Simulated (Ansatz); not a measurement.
Reaction (ligand exchange at a Mo–O bond): `[NH2][Mo](=[O])([OH])=[S]` + HCl → `[NH2][Mo](=[O])(=[S])[Cl]` + H₂O

Gas-phase electronic energies from Ansatz, PBE0-D4/def2-TZVP geometries. CCSD(T)/CBS is the MP2 limit (def2-TZVPP, def2-QZVPP) plus CCSD(T) − MP2 in def2-TZVPP, frozen cores. This one scheme is used for every species. DFT in def2-TZVPP. def2 core potentials past Kr. For Mo outer-core shells are correlated without core-valence functions, which leaves a few kJ/mol of doubt a bond. Each species was taken in one conformer, which may not be the lowest.

`[NH2][Mo](=[O])([OH])=[S]`:

Z-matrix (Å, degrees):
```
Mo
O 1 1.670
O 1 1.874 2 108.5
N 1 1.915 2 107.5 3 119.4
S 1 2.116 2 112.2 3 -122.0
H 3 0.961 1 121.6 2 -143.0
H 4 1.010 1 122.2 2 -19.2
H 4 1.009 1 124.7 2 148.0
```

HCl:

```xyz
2

Cl   -0.195    0.565   -0.226
H     0.195   -0.565    0.226
```

`[NH2][Mo](=[O])(=[S])[Cl]`:

Z-matrix (Å, degrees):
```
Mo
O 1 1.666
S 1 2.107 2 110.9
N 1 1.906 2 108.2 3 118.5
Cl 1 2.259 2 109.6 3 -121.3
H 4 1.010 1 124.6 2 -146.7
H 4 1.010 1 122.2 2 20.1
```

H₂O:

Cartesian coordinates in Å:
```
O 0.318 0.057 0.217
H 0.280 -0.219 -0.701
H -0.598 0.162 0.484
```

Question: Is it downhill or uphill in electronic energy at CCSD(T)/CBS, and by how much? (Best estimate.)

Answer: Ansatz gave: Downhill: ΔE = -48.7 kJ/mol.

Question: What do these levels give: PBE-D4, revPBE-D4, r2SCAN-D4, r2SCANh-D4, revPBE, BLYP, CAM-B3LYP, MP2/def2-SVP, CCSD/def2-SVP, MP2/def2-TZVPP, CCSD/def2-TZVPP, MP2/CBS(def2)? (Best estimate.)

Answer: Computed: PBE-D4 -39.7, revPBE-D4 -39.9, r2SCAN-D4 -38.1, r2SCANh-D4 -39.5, revPBE -38.3, BLYP -33.8, CAM-B3LYP -30.6, MP2/def2-SVP -53.4, CCSD/def2-SVP -35.3, MP2/def2-TZVPP -63.9, CCSD/def2-TZVPP -40.0, MP2/CBS(def2) -69.7 kJ/mol.

Largest T1 diagnostic among the species: 0.025, so the coupled-cluster value is less sure than usual.

At CCSD(T), def2-SVP lies +12.3 kJ/mol from the extrapolated value and def2-TZVPP +5.8 kJ/mol. In def2-TZVPP, CCSD(T) changes the Hartree–Fock value by −7.8 kJ/mol (the triples alone add −2.9 kJ/mol) and MP2 by −28.8 kJ/mol. Leaving LDA and LC-ωPBE aside and taking each functional with its dispersion term where it has one, the values, not all of them listed here, spread over 17.4 kJ/mol, from PBE-QIDH to CAM-B3LYP-D4. LDA lies +3.5 kJ/mol from PBE without D4.
